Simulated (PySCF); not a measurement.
A PySCF script (with the pyscf-properties extension) for the NMR shieldings of SMILES COCP1C(C)=C1OC, C6H11O2P, on a GFN2-xTB geometry:

```python
import basis_set_exchange as bse
import numpy as np
from pyscf import gto, dft
from pyscf.prop import nmr

atoms = """
C     2.563506   -1.490818    0.407530
O     1.282482   -1.167001   -0.066925
C     1.273202   -0.068794   -0.948876
P    -0.519293    0.050552   -1.554681
C    -1.128604    1.486628   -0.567129
C    -1.289600    2.951587   -0.577489
C    -1.359028    0.349689    0.048288
O    -1.868533   -0.238061    1.115004
C    -1.805316   -1.655038    1.118536
H     3.233394   -1.760553   -0.418158
H     3.004622   -0.651274    0.959316
H     2.446055   -2.342950    1.074843
H     1.950160   -0.245904   -1.797973
H     1.587827    0.853570   -0.435572
H    -1.756779    3.277626    0.350342
H    -0.322165    3.442032   -0.683146
H    -1.913300    3.254684   -1.418135
H    -2.570096   -2.070838    0.455313
H    -1.995451   -1.970727    2.142961
H    -0.818231   -1.993732    0.792915
"""
names = dict.fromkeys(["C", "O", "P", "H"], "pcSseg-1")
basis = {el: gto.basis.parse(bse.get_basis(n, elements=[el], fmt="nwchem")) for el, n in names.items()}
mol = gto.M(atom=atoms, basis=basis, charge=0, verbose=0)
mf = dft.RKS(mol, xc="PBE0")
mf.grids.level = 2
mf.grids.alignment = dft.numint.BLKSIZE   # the property module wants whole blocks of grid points
mf.conv_tol = 1e-9
mf.kernel()

calc = nmr.RKS(mf)   # GIAO
C = mf.mo_coeff
Co = C[:, mf.mo_occ > 0]
resp = mf.gen_response(singlet=True, hermi=2)
def vind(x):   # induced exchange potential for any number of trial vectors
    d = np.einsum("pi,xij,qj->xpq", C, 2 * x.reshape(-1, C.shape[1], Co.shape[1]), Co, optimize=True)
    return np.einsum("xpq,pi,qj->xij", resp(d - d.transpose(0, 2, 1)), C, Co, optimize=True).ravel()
mo1, _ = nmr.rhf.solve_mo1(calc, with_cphf=vind)
sigma = calc.kernel(mo1)
for i, s in enumerate(sigma):   # ppm
    print("%2d %-2s %9.2f" % (i, mol.atom_pure_symbol(i), np.trace(s) / 3))
```

**Question.** What are the results?

**Answer.** 
```
 0 C     123.38
 1 O     319.39
 2 C     101.06
 3 P     478.04
 4 C      99.30
 5 C     173.68
 6 C      36.11
 7 O     253.82
 8 C     124.39
 9 H      28.50
10 H      28.56
11 H      27.86
12 H      28.56
13 H      29.07
14 H      29.11
15 H      29.69
16 H      29.58
17 H      27.93
18 H      27.82
19 H      27.10
```

These numbers come from an equivalent density-fitted implementation of the same equations, which agrees with the script to about 0.01 ppm for H and up to a few tenths of a ppm for heavy atoms, so last digits may differ.

Size and cost of the density-fitted run: 215 basis functions, of the order of 120 core-seconds.
